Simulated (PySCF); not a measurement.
## Electron correlation in Br⁺ (bromine, charge +1)

[Ar] 3d10 4s2 4p4, high-spin 3P determinant. Calculation: PySCF 2.14, in pcseg-2; no relativity, point nucleus. Frozen: [Ar] 3d10; 6 electrons correlated.

MP2 pair energies summed by pair of shells (mhartree):

```csv
pair,energy,share (%)
4s-4p,-47.76,46.3
4p-4p,-47.28,45.8
4s-4s,-8.09,7.8
```

Total MP2 correlation energy: -103.12 mhartree.

Same-spin part -23.35 and opposite-spin part -79.77 mhartree; SCS-MP2 scales them by 1/3 and 6/5 to -103.51 mhartree.

```
  level  correlation energy (mhartree)
   CCSD                        -122.86
    (T)                          -3.24
CCSD(T)                        -126.10
```

Diagnostics: T1 = 0.0073, D1 = 0.0231, largest double amplitude 0.050.

Cost of the coupled-cluster step: 0.4 s of wall time on 1 thread of Neoverse-V1 (shared host), for 6 correlated electrons.
